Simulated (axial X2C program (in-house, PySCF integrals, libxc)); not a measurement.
## Spin–orbit effects down a group: molecules with F (ions), PBE0

Calculated with an axial X2C code built on PySCF integrals, spin-free (one-electron X2C) or two-component (2c: spin–orbit coupling with atomic mean-field Coulomb and Gaunt terms, which also bring small scalar terms), in Dyall basis sets with cores contracted in-house; open shells are unrestricted.

Basis sets: Be dyall-cv3z, Ca dyall-cv3z, F dyall-av3z, Mg dyall-cv3z, Sr dyall-cv3z.

| molecule | spin-free state | Re (Å) | ωe (cm⁻¹) | De (eV) | 2c state | Re 2c (Å) | ωe 2c (cm⁻¹) | De 2c (eV) |
| --- | --- | --- | --- | --- | --- | --- | --- | --- |
| BeF⁺ | M_S = 0, Λ = 0 | 1.312 | 1462.3 | 5.97 | Ω = 0 | 1.312 | 1462.2 | 5.97 |
| MgF⁺ | M_S = 0, Λ = 0 | 1.691 | 837.7 | 4.15 | Ω = 0 | 1.691 | 837.6 | 4.15 |
| CaF⁺ | M_S = 0, Λ = 0 | 1.859 | 700.1 | 5.84 | Ω = 0 | 1.859 | 700.1 | 5.84 |
| SrF⁺ | M_S = 0, Λ = 0 | 1.986 | 593.1 | 5.78 | Ω = 0 | 1.986 | 593.1 | 5.78 |

Fragments in 2c: F + Be+, Mg+ + F, Ca+ + F, Sr+ + F. Each entry is the lowest single determinant of a limited PBE0 search at one distance. De goes to single-determinant-based atoms at the same level (for ions the charge split of lowest energy) and is withheld (n/a) where an atom does not fit its ground term or J level. Main or longest-lived isotopes. Some light 2c atoms are not at their ground J level, so De misses part of their lowering (0.04 eV or less). The functionals have no current term, which raises determinants with orbital currents.
